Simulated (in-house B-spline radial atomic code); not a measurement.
Checks on a self-consistent run for Ce⁸⁺, [Kr] 4d10 5s2 5p1 8g1. Computed with a B-spline radial code for spherical atoms: Dirac-Hartree-Fock, average of configuration, Fermi nucleus of rms radius 4.8771 fm.

```csv
orbital,q,ε (Eh),<1/r>,<r²>,small-component weight
1s1/2,2,-1499.72284,63.3418,0.000820575,0.0461
2s1/2,2,-248.11760,14.9533,0.0129783,0.010037
2p1/2,2,-233.91078,14.8941,0.00955696,0.01003
2p3/2,4,-217.44464,13.5014,0.0108111,0.0094319
3s1/2,2,-58.88380,5.41638,0.0877908,0.0030976
3p1/2,2,-52.83280,5.31683,0.0829946,0.0030256
3p3/2,4,-49.51894,4.97338,0.0903197,0.002866
3d3/2,4,-39.09112,4.82602,0.0739384,0.0027295
3d5/2,6,-38.38988,4.73847,0.0760176,0.0026819
4s1/2,2,-16.31104,2.23618,0.450281,0.0009435
4p1/2,2,-13.95396,2.12983,0.481561,0.00087581
4p3/2,4,-13.22370,2.02568,0.517831,0.00083054
4d3/2,4,-9.29016,1.82266,0.599533,0.00069623
4d5/2,6,-9.15903,1.79528,0.613976,0.00068239
5s1/2,2,-5.65839,0.975664,2.08011,0.00026594
5p1/2,0.33333,-5.01056,0.911438,2.36197,0.00024062
5p3/2,0.66667,-4.85673,0.878525,2.50224,0.00022996
8g7/2,0.44444,-0.64686,0.149087,97.6505,1.9048e-05
8g9/2,0.55556,-0.64690,0.149098,97.6393,1.9053e-05
```

Electron-electron repulsion V_ee = 2978.1461 hartree.

Problem. What total energy follows from the eigenvalues?

Solution. The eigenvalues count the repulsion twice, so E = Σqε - V_ee = -5863.905 - 2978.146 = -8842.051 hartree; the run printed -8842.051.

Problem. Does the Dirac virial theorem hold?

Solution. For a point nucleus E = -2c²Σq·w, with w the small-component weight. Here Σq·w = 0.23541 and c = 137.0360, so the ratio E/(-2c²Σq·w) is 1.000086; the finite nucleus accounts for the departure from 1.

Problem. What diamagnetic shielding (Lamb formula) and susceptibility (Langevin formula) do the radii give?

Solution. σ = (α²/3)Σq<1/r> = 367.366/(3·137.036²) = 6520.9 ppm, and χ = -0.79199×10⁻⁶·Σq<r²> = -91.73×10⁻⁶ cm³/mol with Σq<r²> = 115.82 bohr². Both are non-relativistic formulas without the paramagnetism of open shells; for so heavy an element the full relativistic shielding is larger by tens of per cent.
